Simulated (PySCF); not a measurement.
## What went wrong, or what changed?

The sound run of [TaCl4]+ (singlet) uses PySCF 2.14.0, RKS PBE0, Ta def2-SVP with ECP60, Cl def2-SVP; non-relativistic Hamiltonian with scalar-relativistic core potentials where named; density fitting; no spin-orbit coupling, grid (50, 194), threshold 1e-8 and 55 cycles at the relaxed geometry. This run, with dm0 from free metal ions and neutral atoms, differs:

```python
mol = gto.M(atom='''
Ta    -0.00000     0.00000    -0.00000
Cl     1.28174     1.28174     1.28174
Cl    -1.28174    -1.28174     1.28174
Cl     1.28174    -1.28174    -1.28174
Cl    -1.28174     1.28174    -1.28174''',
    basis={'Ta': 'def2-SVP', 'Cl': 'def2-SVP'},
    ecp={'Ta': 'def2-SVP'},
    charge=6, spin=0)
mf = dft.RKS(mol, xc='PBE0')
mf.grids.atom_grid = (50, 194)
mf = mf.density_fit()  # fitting sets: Ta def2-universal-JKFIT, Cl def2-universal-JKFIT
mf.conv_tol = 1e-08; mf.max_cycle = 89
mf.kernel(dm0)
```

Q: What was changed, and how did it end?

A: The charge was changed. The program refused it. The cycle limit differs too. These settings are unsound on purpose: the numbers aren't the compound's.
```
RuntimeError: Electron number 75 and spin 0 are not consistent
Note mol.spin = 2S = Nalpha - Nbeta, not 2S+1
```

Run from Python with OMP_NUM_THREADS=2; the lines above give its settings.
